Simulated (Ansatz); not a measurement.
C₂H₅BS (`CB1CS1`), 9 atoms. The species carries charge 0 and has multiplicity 1. All runs use 2 threads of an AMD EPYC 9B14 on a shared host. Correlated methods freeze the cores.

Question: How many basis functions does each run have, and how long does it take in Ansatz? RKS ωB97M-V/def2-QZVPP energy; RKS PBE0-D4/def2-TZVP relaxation (13 steps); RHF-CCSD(T)/def2-SVP energy; direct RPA on PBE orbitals/def2-TZVPP energy; RKS PBE0-D4/def2-SVP energy; RKS PBE-D4/def2-TZVPP energy and forces; RKS B2PLYP (frozen core)/def2-TZVPP energy; RHF-MP2/def2-QZVPP energy; RKS PBE0-D4/def2-QZVPP energy; RKS ωB97M-V/def2-SVP energy; RKS PBE0-D4/def2-TZVPP energy; RHF-CCSD(T)/def2-TZVPP energy. (An estimate is asked.)

Answer: The calculation gave: Other jobs shared the machine, so times are rough.

```json
{"level": "RKS PBE0-D4/def2-SVP", "job": "energy", "functions": "85", "wall time": "0.7 s", "peak host memory (GiB)": "0.17"}
{"level": "RKS PBE-D4/def2-TZVPP", "job": "energy and forces", "functions": "205", "wall time": "1.9 s", "peak host memory (GiB)": "0.24"}
{"level": "RKS PBE0-D4/def2-TZVPP", "job": "energy", "functions": "205", "wall time": "2.1 s", "peak host memory (GiB)": "0.39"}
{"level": "RHF-CCSD(T)/def2-SVP", "job": "energy", "functions": "85", "wall time": "2.3 s", "peak host memory (GiB)": "0.29"}
{"level": "RKS ωB97M-V/def2-SVP", "job": "energy", "functions": "85", "wall time": "2.8 s", "peak host memory (GiB)": "0.24"}
{"level": "direct RPA on PBE orbitals/def2-TZVPP", "job": "energy", "functions": "205", "wall time": "3.6 s", "peak host memory (GiB)": "0.4"}
{"level": "RKS B2PLYP (frozen core)/def2-TZVPP", "job": "energy", "functions": "205", "wall time": "3.8 s", "peak host memory (GiB)": "0.44"}
{"level": "RKS PBE0-D4/def2-QZVPP", "job": "energy", "functions": "391", "wall time": "5.5 s", "peak host memory (GiB)": "1"}
{"level": "RKS ωB97M-V/def2-QZVPP", "job": "energy", "functions": "391", "wall time": "12 s", "peak host memory (GiB)": "1.2"}
{"level": "RHF-MP2/def2-QZVPP", "job": "energy", "functions": "391", "wall time": "13 s", "peak host memory (GiB)": "1.8"}
{"level": "RKS PBE0-D4/def2-TZVP", "job": "relaxation (13 steps)", "functions": "160", "wall time": "30 s", "peak host memory (GiB)": "0.34"}
{"level": "RHF-CCSD(T)/def2-TZVPP", "job": "energy", "functions": "205", "wall time": "40 s", "peak host memory (GiB)": "2.6"}
```
